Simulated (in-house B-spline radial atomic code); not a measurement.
Configurations of the molybdenum ion Mo⁷⁺, with energies counted from [Ar] 3d10 4s2 4p5. All numbers are computed (scalar-relativistic (X2C) OLYP, spin-polarised, spherical fractional occupations; Fermi nucleus of rms radius 4.4091 fm) with a radial B-spline atomic code at the basis-set limit, not measured. Shells without spins written out take the highest spin.

Occupations are held fixed; configurations that lie above the ionisation limit could autoionise.

| configuration | E - E(ref) (eV) | highest orbital | its <r> (bohr) |
| --- | --- | --- | --- |
| [Ar] 3d10 4s(0 up, 1 down) 4p6 | 28.082 | 4p up | 1.128 |
| [Ar] 3d10 4s2 4p4 5d1 | 89.168 | 5d up | 2.675 |
| [Ar] 3d(5 up, 4 down) 4s2 4p(3 up, 2 down) 4d(0 up, 1 down) | 245.94 | 4d down | 1.274 |
| [Ar] 3d(5 up, 4 down) 4s2 4p(3 up, 2 down) 4f(1 up, 0 down) | 286.13 | 4f up | 1.629 |
| [Ne] 3s2 3p5 3d10 4s2 4p6 | 359.42 | 4p down | 1.103 |
| [Ne] 3s2 3p5 3d10 4s2 4p5 5s1 | 428.52 | 5s up | 2.075 |

Problem. Order these further configurations by energy, lowest first.
A. [Ar] 3d9 4s2 4p5 5d1
B. [Ar] 3d10 4s2 4p4 4d1
C. [Ar] 3d10 4s1 4p5 5s1
D. [Ne] 3s2 3p5 3d10 4s2 4p5 4f1
E. [Ar] 3d10 4s1 4p5 5d1

Solution. B (39.4 eV), C (93.292 eV), E (117.67 eV), A (296.11 eV), D (443.06 eV).

Problem. How far above the reference does [Ar] 3d10 4s(0 up, 1 down) 4p(3 up, 2 down) 4d(0 up, 1 down) lie?

Solution. 70.805 eV; its least bound orbital is 4d down with <r> = 1.304 bohr.

Problem. How far above the reference does [Ar] 3d9 4s2 4p5 4d1 lie?

Solution. 244.35 eV; its least bound orbital is 4d up with <r> = 1.264 bohr.
